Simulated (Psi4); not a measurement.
Approach curve of the dimer Cl2 ··· H2Se (SMILES ClCl and [SeH2]). Monomers: optimised at B3LYP-D3(BJ) (def2-TZVP), held rigid. Orientation: a random orientation, not optimised. R is the distance of the centres of mass, along which the second monomer moves.

Geometry at R = 4.13 Å (first 2 atoms: monomer A):
```
5

Cl     1.0067     0.0000     0.0000
Cl    -1.0067     0.0000     0.0000
Se    -0.1941    -3.4741    -2.2435
H     -0.2723    -2.0078    -2.1661
H     -1.6575    -3.5897    -2.1596
```

Levels of theory: PBE-D3(BJ)/def2-TZVP, counterpoise-corrected (Psi4); SAPT0/jun-cc-pVDZ, frozen core (Psi4).

Interaction energies in kJ/mol:

```
R / Å  PBE-D3(BJ)/def2-TZVP
-----  --------------------
3.52                   4.22
3.75                  -1.93
3.95                  -4.01
4.13                  -4.56
4.34                  -4.39
4.54                  -3.88
4.86                  -2.91
5.16                  -2.11
5.67                  -1.16
6.34                  -0.53
7.35                  -0.20
8.62                  -0.08
```

Question: What does SAPT0/jun-cc-pVDZ give at the same points?

Answer: 3.52: 12.38; 3.75: 4.08; 3.95: 0.75; 4.13: -0.62; 4.34: -1.23; 4.54: -1.34; 4.86: -1.17; 5.16: -0.93; 5.67: -0.59; 6.34: -0.32; 7.35: -0.14; 8.62: -0.06 (kJ/mol).
